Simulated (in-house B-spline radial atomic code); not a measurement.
A calculation on Cu8+: its settings, and results tabulated from the run. Computed with an all-electron radial atomic-structure program (B-spline basis): scalar-relativistic (X2C) BLYP, spin-polarised, spherical fractional occupations, Fermi nucleus of rms radius 3.8823 fm.

Command:
```bash
python run_scf.py task.json out
```
Settings (nuclear radius in fm, mass in u):
```
Z                29
configuration    [Ar] 3d3
hamiltonian      x2c
method           b88,lyp
spin_polarised   True
nucleus          fermi
rms_radius       3.8823
atomic_mass      62.9296
speed_of_light   137.035999084
```

Output (hartree, bohr):
```
 radial grid: 64 intervals, B-splines of order 8, outer radius 7.931 bohr

 iter        energy (Eh)    residual
    1       -1617.538603    1.05e+00
    2       -1629.620108    4.75e-01
    3       -1632.009551    1.49e-01
    4       -1632.256967    4.54e-02
    5       -1632.274671    1.82e-02
    6       -1632.279460    6.62e-04
    7       -1632.279464    2.91e-05
    8       -1632.279464    1.29e-06
    9       -1632.279464    5.10e-08

 total energy                     -1632.27946
 kinetic                            1661.2836
 electron-nucleus                  -3780.5253
 Hartree                             548.9355
 exchange-correlation                -61.9732

 orbital      occ     eigenvalue          <r>       <r^2>       <1/r>       r_max
 1s up      1.000      -332.3206    0.0517913  0.00362092     29.6396     0.03372
 1s down    1.000      -332.3205    0.0517908  0.00362082     29.6397     0.03371
 2s up      1.000       -46.5166     0.234922   0.0651581     6.40331      0.1967
 2s down    1.000       -46.4076      0.23455   0.0649432     6.41455      0.1965
 2p up      3.000       -41.1610     0.206354   0.0522255     6.21384      0.1582
 2p down    3.000       -41.0786     0.205944   0.0520012     6.22367       0.158
 3s up      1.000       -10.9456     0.664067    0.504431     2.16461      0.5946
 3s down    1.000       -10.7515     0.666892    0.508858     2.15195      0.5959
 3p up      3.000        -9.3235     0.673908    0.527151     2.04113      0.5919
 3p down    3.000        -9.1312     0.677797    0.533497     2.02707      0.5936
 3d up      3.000        -6.7335     0.668486    0.533804      1.8365       0.527
```

Run time, properties included: 0.14 s on 1 thread of Intel(R) Xeon(R) 6975P-C, with other jobs on the host.

One-electron X2C: radii and densities carry no picture-change correction, so inner-shell <1/r> comes out high (for 1s by about 2 % at Z = 33, 5 % at 54, 10 % at 75, 30 % at 118) and <r> low.
